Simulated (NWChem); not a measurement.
System: CH5IOSi; SMILES CO[SiH2]I

```xyz
9

Si     1.0073    -1.0615     0.0397
I     -0.0174     1.1742     0.0021
O     -0.0602    -2.2114    -0.4665
C     -1.2810    -2.5408     0.1441
H      2.1396    -1.0752    -0.9161
H      1.4379    -1.2950     1.4486
H     -1.1480    -2.8294     1.2023
H     -1.7187    -3.3941    -0.3939
H     -1.9942    -1.6992     0.1002
```
Atoms are numbered in this order, from 1.

Level: PBE0/def2-SVP with def2 effective core potentials on I (NWChem), optimised geometry, unscaled harmonic frequencies. def2 effective core potentials on I; no spin-orbit coupling.

**Question.** List the harmonic frequencies with IR intensities, and the thermochemistry.

**Answer.** 
| frequency (cm⁻¹) | IR intensity (km/mol) |
|---|---|
| 79 | 2.6 |
| 102 | 0.0 |
| 171 | 6.1 |
| 259 | 2.3 |
| 370 | 57.5 |
| 577 | 20.7 |
| 734 | 18.2 |
| 781 | 29.8 |
| 868 | 413.0 |
| 935 | 120.5 |
| 1175 | 97.6 |
| 1178 | 4.1 |
| 1224 | 178.8 |
| 1472 | 8.0 |
| 1474 | 2.1 |
| 1478 | 10.9 |
| 2242 | 95.6 |
| 2300 | 81.9 |
| 3024 | 51.2 |
| 3109 | 24.6 |
| 3155 | 19.4 |

| Property | Result |
|---|---|
| zero-point energy | 38.2 kcal/mol |
| thermal correction to the enthalpy at 298.15 K (with zero-point energy) | 42.7 kcal/mol |
| heat capacity Cv | 19.4 cal/(mol K) |
| entropy at 298.15 K and 1 atm (symmetry number 1) | 83.3 cal/(mol K) |

Rigid rotor and harmonic oscillator; modes under 100 cm⁻¹ make the entropy uncertain.
